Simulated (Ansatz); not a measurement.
C2H6SeSi can be A, `[SeH]C1C[SiH2]1`, or B, `CC([SiH3])=[Se]`.

Isolated molecules relaxed with PBE0-D4/def2-TZVP in Ansatz; ΔE leaves out vibrations. CCSD(T)/CBS adds triple-zeta CCSD(T) − MP2 to the extrapolated MP2 energy (def2 sets, frozen cores). Functionals use def2-TZVPP. B3LYP here is the variant with VWN-RPA as its local correlation; programs differ in this. For Se outer-core shells are correlated without core-valence functions, which leaves a few kJ/mol of doubt a bond. Scalar relativity is left out up to krypton. Each species was taken in one conformer, which may not be the lowest.

Task: Which is lower in electronic energy at CCSD(T)/CBS, and by how much? (Best estimate.)

Result: Computed: B, by 10.8 kcal/mol.

Task: Give E(B) − E(A) in kcal/mol with ωB97M-V, B3LYP-D4, HF/def2-TZVPP, B2PLYP, CCSD(T)/def2-TZVPP, B3LYP, PBE0-D4. (Estimate.)

Result: Ansatz gave: ωB97M-V -7.2, B3LYP-D4 -11.9, HF/def2-TZVPP -13.3, B2PLYP -11.8, CCSD(T)/def2-TZVPP -10.6, B3LYP -11.9, PBE0-D4 -6.3. None reverses the order clearly.

Largest T1 diagnostic: 0.015.

From PBE to PBE0 (25 % exact exchange), in def2-TZVPP and without D4, E(B) − E(A) moves by +1.8 kcal/mol. In def2-TZVPP, CCSD(T) changes the Hartree–Fock value by +2.8 kcal/mol (the triples alone add −0.8 kcal/mol) and MP2 by +4.1 kcal/mol.
